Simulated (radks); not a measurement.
The numbers below are computed, except where a source is named.
All-electron atom: Nd+ in [Xe] 4f4 6s1. Level of theory: Dirac Kohn-Sham, exchange-only B88, spin-unpolarised, spherical densities, finite nucleus; open shells are shared between the two j in proportion to 2j + 1; Fermi nuclear charge, rms radius 4.9123 fm (a radial shooting solver on a logarithmic mesh with Libxc functionals).

Normalised radial functions P(r) = r R(r) (large component), r in bohr:

```
   r/bohr * 4d5/2, o 5p1/2, + 4f7/2 (the largest magnitude, 1.32, reaches the edge; | marks zero, & curves that meet)
 0.003893                             &
 0.006142                             &
 0.009769                             &o
  0.01541                             & o
  0.02432                             +* o
  0.03867                             + * o
  0.06102                             +   o*
  0.09705                             o+         *
   0.1531                        o    |  +           *
   0.2435                         o   |       &
   0.3842                *            |      o       +
   0.6111  *                          |      o           +
   0.9641           *       o         |                +
    1.533           o            *    |          +
    2.419                   o         *     +
    3.848                           o * +
     6.07                             &+
    9.655                             &
```

4d5/2: eigenvalue -119.62 eV, 1 radial node at r = 0.294 bohr, <r> = 0.712 bohr, 90 % of the charge inside 1.07 bohr. 5p1/2: eigenvalue -29.090 eV, 3 radial nodes at r = 0.0981, 0.294, 0.747 bohr, <r> = 1.67 bohr, 90 % of the charge inside 2.45 bohr. 4f7/2: eigenvalue -6.386 eV, 0 radial nodes, <r> = 1.13 bohr, 90 % of the charge inside 2.02 bohr.
